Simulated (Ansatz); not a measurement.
Total energies of `CC1=C[SiH]1F`.

```xyz
10

C     0.724   -1.233   -0.690
C     0.003   -0.117   -0.042
C    -0.931    0.001    0.925
Si   -0.424    1.585    0.303
F     0.539    2.562    1.122
H     1.800   -1.135   -0.519
H     0.397   -2.206   -0.313
H     0.577   -1.206   -1.773
H    -1.457   -0.718    1.544
H    -1.228    2.470   -0.560
```

Charge 0, multiplicity 1. The structure was optimised at the PBE0-D4/def2-TZVP level. Basis def2-TZVPP, Ansatz.

RPA on PBE orbitals: Hartree–Fock energy of these orbitals -504.93532 Eh, correlation -1.37104 Eh (frozen core).

```csv
functional,energy without D4 (Eh),D4 term (kJ/mol)
PBE,-506.35925,-19.2
revPBE,-506.63376,-60.3
BLYP,-506.69660,-42.7
B97M-V,-506.66336,–
PBE0,-506.40230,-16.2
B3LYP,-506.78919,-31.1
r2SCANh,-506.61406,-5.0
r2SCAN0,-506.59722,-5.5
BHLYP,-506.65515,-23.3
CAM-B3LYP,-506.68011,-16.4
ωB97X-V,-506.65040,–
ωB97M-V,-506.66542,–
B2PLYP,-506.48435,–
PBE-QIDH,-506.28744,–
```

**Question.** Give the same for LDA (SPW92), r2SCAN, HSE06 (plane-wave form), LC-ωPBE. (Best estimate.)

**Answer.** The calculation gave: 
```json
{"functional": "LDA (SPW92)", "energy without D4 (Eh)": "-503.87160", "D4 term (kJ/mol)": "–"}
{"functional": "r2SCAN", "energy without D4 (Eh)": "-506.62602", "D4 term (kJ/mol)": "-4.7"}
{"functional": "HSE06 (plane-wave form)", "energy without D4 (Eh)": "-506.38471", "D4 term (kJ/mol)": "-15.1"}
{"functional": "LC-ωPBE", "energy without D4 (Eh)": "-506.53578", "D4 term (kJ/mol)": "–"}
```

B3LYP takes the VWN-RPA correlation (the form of Gaussian; ORCA's B3LYP/G). HSE06 is the plane-wave form, built on full-range PBE exchange. The double hybrids freeze the cores in their second-order part.

LC-ωPBE has ω = 0.4 bohr⁻¹.
